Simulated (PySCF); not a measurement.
## SbCl⁺: one state, many levels of theory

State: ²Π (doublet), unpaired electrons π ↑. Set-up: basis Sb def2-SVP with ECP28, Cl def2-SVP; scalar-relativistic core potentials; PySCF 2.14. De refers to Sb⁺ + Cl in their high-spin ground configurations, without counterpoise correction. The functionals are run spin-unrestricted. A positive dipole points towards Cl; it is taken about the centre of mass and depends on that origin.

```json
{"Level": "UHF", "Re (Å)": "2.271", "ωe (cm⁻¹)": "457", "De (eV)": "1.74", "μ (D)": "-2.75"}
{"Level": "UHF-MP2", "Re (Å)": "2.273", "ωe (cm⁻¹)": "455", "De (eV)": "2.97", "μ (D)": "n/a"}
{"Level": "UHF-SCS-MP2", "Re (Å)": "2.277", "ωe (cm⁻¹)": "450", "De (eV)": "2.85", "μ (D)": "n/a"}
{"Level": "UHF-CCSD", "Re (Å)": "2.281", "ωe (cm⁻¹)": "444", "De (eV)": "2.77", "μ (D)": "n/a"}
{"Level": "UHF-CCSD(T)", "Re (Å)": "2.290", "ωe (cm⁻¹)": "433", "De (eV)": "2.93", "μ (D)": "n/a"}
{"Level": "PBE", "Re (Å)": "2.300", "ωe (cm⁻¹)": "422", "De (eV)": "3.85", "μ (D)": "-1.70"}
{"Level": "BLYP", "Re (Å)": "2.319", "ωe (cm⁻¹)": "407", "De (eV)": "3.72", "μ (D)": "-1.65"}
{"Level": "r²SCAN", "Re (Å)": "2.284", "ωe (cm⁻¹)": "436", "De (eV)": "3.61", "μ (D)": "-1.90"}
{"Level": "PBE0", "Re (Å)": "2.275", "ωe (cm⁻¹)": "445", "De (eV)": "3.48", "μ (D)": "-2.02"}
{"Level": "MN15", "Re (Å)": "2.263", "ωe (cm⁻¹)": "452", "De (eV)": "3.45", "μ (D)": "-2.13"}
{"Level": "B2PLYP", "Re (Å)": "2.286", "ωe (cm⁻¹)": "437", "De (eV)": "3.30", "μ (D)": "-2.35"}
```

Q: Which functional lies closest to UHF-CCSD(T) in De, which farthest, and by how much do they differ from it?

A: Closest is B2PLYP (-0.4 pm in Re, +0.9 % in ωe, +0.37 eV in De against UHF-CCSD(T) in the same basis), farthest PBE (+1.0 pm in Re, -2.5 % in ωe, +0.92 eV in De). CCSD(T) converges more slowly with the basis than the functionals do and binds too weakly in this one, so the order can change at the basis-set limit.

Q: What does a quarter of exact exchange do here, going from PBE to PBE0?

A: PBE0 less PBE: -2.5 pm in Re, +5.5 % in ωe, -0.37 eV in De. Exact exchange removes part of the self-interaction that spreads semilocal densities, and in most molecules shortens and stiffens the bond and lowers De; so it does here.

Q: What does second-order correlation do here, going from UHF to UHF-MP2?

A: UHF-MP2 less UHF: +0.2 pm in Re, -0.4 % in ωe, +1.23 eV in De. Correlation nearly always deepens the well. The bond lengthens, as in strong covalent bonds, where excitations into antibonding orbitals dominate.

Correlated steps freeze 9 core orbitals. Correlated levels converge slowly with the basis: in double zeta they bind strong bonds too weakly, by up to about 1 eV, and carry superposition errors of some tenths. These are scalar-relativistic numbers at best; spin–orbit coupling would shift them, the dissociation energy most. For an ion De counts to the pair picked by the measured ionisation energies or electron affinities, which need not be the lowest pair at this level. Counting both spins, an empty level lies below a filled one in some of these solutions, because spin and occupation are held. B2PLYP dipoles, levels and charges come from its SCF part alone. The state is the lowest determinant that a PBE0 search found; another state may lie lower at other levels.
